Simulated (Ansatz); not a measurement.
The cluster WS₂. Charge 0, multiplicity 1. Geometry PBE-D4/def2-TZVP, that of the neutral singlet.

```xyz
3

W    -0.792    0.173    0.191
S     0.530    1.403   -0.889
S     0.262   -1.576    0.698
```

In the def2 sets W takes a core potential; there is no spin–orbit coupling. At PBE-D4/def2-TZVP, r2SCAN-D4/def2-TZVP, PBE0-D4/def2-TZVP the unrestricted singlet has broken spin symmetry (⟨S²⟩ up to 0.87). At PBE0-D4/def2-TZVP a triplet of charge 0 lies 0.20 eV below the unrestricted singlet, which stands at the restricted singlet's geometry. The structure comes from a short search, and lower isomers may exist.

**Question.** Estimate the orbital energies around the gap (eV) in Ansatz with PBE-D4/def2-TZVP, r2SCAN-D4/def2-TZVP, PBE0-D4/def2-TZVP.

**Answer.** 
```csv
orbital,PBE-D4/def2-TZVP,r2SCAN-D4/def2-TZVP,PBE0-D4/def2-TZVP
HOMO−5,-8.53,-8.81,-9.75
HOMO−4,-8.30,-8.50,-9.38
HOMO−3,-7.76,-7.98,-8.83
HOMO−2,-7.58,-7.85,-8.70
HOMO−1,-6.45,-6.64,-7.43
HOMO,-5.31,-5.80,-6.59
LUMO,-4.24,-4.10,-3.44
LUMO+1,-4.02,-3.69,-3.05
LUMO+2,-3.37,-3.28,-2.53
LUMO+3,-2.66,-2.50,-1.92
LUMO+4,-1.75,-1.56,-1.05
LUMO+5,-0.12,0.09,0.57
β HOMO,-5.31,-5.80,-6.59
β LUMO,-4.24,-4.10,-3.44
```
